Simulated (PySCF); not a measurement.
Compound: C₂H₉FN₂Si.
Cartesian coordinates in Å at the PBE0-D3(BJ)/def2-SVP level; atoms count from 1:
```xyz
15
C2H9FN2Si angstrom
C     -2.2297    0.1645    0.5716
C     -1.1694   -0.7676    0.0089
N      0.1710   -0.3917    0.4035
Si     1.5071   -0.1351   -0.6322
N      2.5630    0.9617    0.1356
F      0.8223    0.3762   -2.0255
H     -2.0563    1.1963    0.2299
H     -3.2392   -0.1430    0.2569
H     -2.2109    0.1674    1.6739
H     -1.3989   -1.8099    0.3050
H     -1.2147   -0.7451   -1.0910
H      0.3438   -0.4259    1.4021
H      2.3439   -1.2935   -1.0487
H      3.5482    0.9938   -0.0962
H      2.2327    1.8328    0.5335
```

Linear response at wB97X-D/def2-SVPD (PySCF, frozen core in the response, non-relativistic).

Static isotropic polarisability: 67.02 au (9.93 Å³), principal values 58.7, 63.9, 78.4 au.

Q: What is the polarisability at 1064 nm and at the sodium D line?

A: 67.51 au at 1064 nm (+0.7 %), 68.68 au at 589.3 nm (+2.5 %). The rise at 589.3 nm is 3.35 times that at 1064 nm; a pure ω² law gives 3.26. The lowest singlet lies at 184 nm, shorter than both wavelengths.

Q: What is the isotropic C6 coefficient between two such molecules, C6 = (3/π)∫α(iω)² dω?

A: 1949 au (Eh·bohr⁶) by a ten-point quadrature over imaginary frequencies, which is 1160 eV·Å⁶ or 112 J·nm⁶/mol.

Q: Which effective excitation energy ω̄ makes London's formula C6 = (3/4)α²ω̄ exact here?

A: ω̄ = 4·C6/(3α²) = 0.579 Eh = 15.7 eV. A one-pole form α(ω) = α/(1 − ω²/ω̄²) fitted to the 1064 nm value gives 13.6 eV.

Q: What molar refraction at the D line follows from R = (4π/3)·N_A·α′, with α′ the polarisability volume?

A: α′ = 10.18 Å³ gives R = 25.67 cm³/mol, for isolated, non-vibrating species.

Q: What does −C6/R⁶ come to at R = 12 Å between centres?

A: -38 J/mol. This is the leading, orientation-averaged term; C8 and higher terms are left out.

Q: How anisotropic is the static polarisability, by Δα² = ½[(α1 − α2)² + (α2 − α3)² + (α3 − α1)²]?

A: Δα = 17.6 au, or 0.26 of the isotropic value.

Q: How many electrons N does the Slater–Kirkwood formula C6 = (3/4)·√N·α^(3/2) need to give this C6?

A: N = (4·C6/3)²/α³ = 22.4; the species has 58 electrons in all.

Q: What n − 1 at the D line would an ideal gas of it have at 273.15 K and 1 atm (2.6868 × 10¹⁹ cm⁻³), by n − 1 = 2π·N·α′?

A: 17.18 × 10⁻⁴, a formal value whether or not that pressure can be reached.

Q: What three-body coefficient follows from the one-pole estimate C9 = (3/4)·α·C6?

A: 98000 au. This is an estimate from the two numbers above, not a computed integral.

One conformer stands for the species.

The pairwise dispersion term of wB97X-D wasn't added to the energies; at a given geometry it leaves orbitals and properties as they are.
